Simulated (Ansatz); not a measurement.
`F[BH][GaH][F]` + H₂Se → `FB[SeH]` + `[F][GaH2]`  (cleavage of the B–Ga bond)

Calculated with Ansatz (gas phase, PBE0-D4/def2-TZVP geometries, no zero-point term in ΔE). CBS: MP2 limit from def2 TZ/QZ plus the TZ coupled-cluster correction, frozen cores. Functionals use def2-TZVPP. B3LYP here is the variant with VWN-RPA as its local correlation; programs differ in this. HSE06 is defined as in plane-wave codes. For Ga, Se outer-core shells are correlated without core-valence functions, which leaves a few kJ/mol of doubt a bond. Scalar relativity is left out up to krypton. Each species was taken in one conformer, which may not be the lowest.

`F[BH][GaH][F]`:

```xyz
6

F     0.038    0.742    1.990
B     0.272    0.862    0.697
Ga   -0.377   -0.658   -0.629
F     0.918   -1.792   -1.041
H     0.859    1.854    0.354
H    -1.710   -1.008   -1.370
```

H₂Se:

```xyz
3

Se    0.536    0.418    0.076
H    -0.863    0.605   -0.323
H     0.327   -1.023    0.247
```

`FB[SeH]`:

```xyz
5

F     1.169    1.022   -0.985
B     0.188    0.500   -0.272
Se    0.343   -1.351    0.268
H    -0.755    1.171    0.019
H    -0.945   -1.342    0.970
```

`[F][GaH2]`:

```xyz
4

F     0.020   -1.451   -0.750
Ga   -0.001    0.112    0.058
H    -0.517    1.274   -0.838
H     0.499    0.065    1.530
```

| level | ΔE (kJ/mol) | difference from CCSD(T)/CBS |
| --- | --- | --- |
| LDA (SPW92) | -102.4 | -5.2 |
| PBE-D4 | -96.1 | 1.1 |
| revPBE-D4 | -96.2 | 1.0 |
| BLYP-D4 | -92.5 | 4.7 |
| B97M-V | -106.3 | -9.1 |
| B3LYP-D4 | -94.6 | 2.6 |
| r2SCAN0-D4 | -103.5 | -6.3 |
| HSE06-D4 | -98.3 | -1.1 |
| BHLYP-D4 | -96.9 | 0.3 |
| CAM-B3LYP-D4 | -95.0 | 2.2 |
| ωB97X-V | -95.4 | 1.8 |
| ωB97M-V | -97.3 | -0.1 |
| PBE-QIDH | -103.0 | -5.8 |
| PBE | -95.6 | 1.6 |
| revPBE | -93.2 | 4.0 |
| BLYP | -90.9 | 6.3 |
| r2SCAN | -103.3 | -6.1 |
| PBE0 | -97.7 | -0.5 |
| B3LYP | -93.7 | 3.5 |
| r2SCANh | -103.4 | -6.2 |
| r2SCAN0 | -103.5 | -6.3 |
| HSE06 | -98.0 | -0.8 |
| BHLYP | -96.6 | 0.6 |
| CAM-B3LYP | -94.7 | 2.5 |
| LC-ωPBE | -94.9 | 2.3 |
| RPA@PBE/def2-TZVPP | -93.8 | 3.4 |
| HF/def2-SVP | -98.8 | -1.6 |
| CCSD/def2-SVP | -99.6 | -2.4 |
| CCSD(T)/def2-SVP | -101.4 | -4.2 |
| HF/def2-TZVPP | -97.2 | 0.0 |
| MP2/def2-TZVPP | -106.8 | -9.6 |
| SCS-MP2/def2-TZVPP | -101.9 | -4.7 |
| CCSD/def2-TZVPP | -96.8 | 0.4 |
| CCSD(T)/def2-TZVPP | -98.6 | -1.4 |
| HF/def2-QZVPP | -97.5 | -0.3 |
| MP2/def2-QZVPP | -106.1 | -8.9 |
| SCS-MP2/def2-QZVPP | -101.5 | -4.3 |
| HF/CBS(def2) | -97.5 | -0.3 |
| MP2/CBS(def2) | -105.4 | -8.2 |
| CCSD/CBS(def2) | -95.4 | 1.8 |
| CCSD(T)/CBS | -97.2 | 0 |

Question: What do rigid-rotor, harmonic-oscillator terms from PBE0-D4/def2-TZVP frequencies (298.15 K, 1 bar) make of the CCSD(T)/CBS value? (Best estimate.)

Answer: The calculation gave: ΔZPE = +4.1 kJ/mol, ΔH = -96.6 kJ/mol, ΔS = -14 J/(mol·K), ΔG = -92.3 kJ/mol.

Largest T1 diagnostic among the species: 0.015.

From BLYP to BHLYP (50 % exact exchange), in def2-TZVPP and without D4, ΔE moves by −5.7 kJ/mol. Leaving LDA and LC-ωPBE aside and taking each functional with its dispersion term where it has one, the values spread over 13.8 kJ/mol, from B97M-V to BLYP-D4. LDA lies −6.9 kJ/mol from PBE without D4.
